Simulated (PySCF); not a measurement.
C4H5, charge -1, singlet, at a GFN2-xTB geometry. Base run: CCSD(T)/cc-pVDZ (PySCF).

PySCF was given this input:
```python
from pyscf import gto, scf, cc

mol = gto.M(
    atom='''
C     0.681378    1.872858    0.016450
C     0.625982    0.509039    0.003613
C    -0.527155   -0.342904   -0.002228
C    -0.546740   -1.686648   -0.014945
H    -0.390157    2.282348    0.022423
H     1.581379   -0.039362   -0.003452
H    -1.491252    0.172628    0.004542
H     0.366432   -2.267594   -0.022237
H    -1.467193   -2.262090   -0.018615
''',
    basis='cc-pvdz',
    charge=-1,
    spin=0,
    verbose=4,
    max_memory=1800,
)

mf = scf.RHF(mol)
mf.kernel()

mycc = cc.CCSD(mf, frozen=4)
mycc.kernel()
et = mycc.ccsd_t()
print('E(CCSD(T)) = %.10f' % (mycc.e_tot + et))
```

Each row names what was changed in the base input (with any setting that the change needs).

| change | ΔE vs base (kcal/mol) | MP2 correlation (Eh) | CC correlation without the perturbative part (Eh) | basis functions |
|---|---|---|---|---|
| base | 0.000 | -0.53590 | -0.57907 | 81 |
| method = ccsd | 14.41 | -0.53590 | -0.57907 | 81 |
| method = cisd | 68.7 | - | - | 81 |
| method = mp2 | 41.50 | -0.53590 | - | 81 |
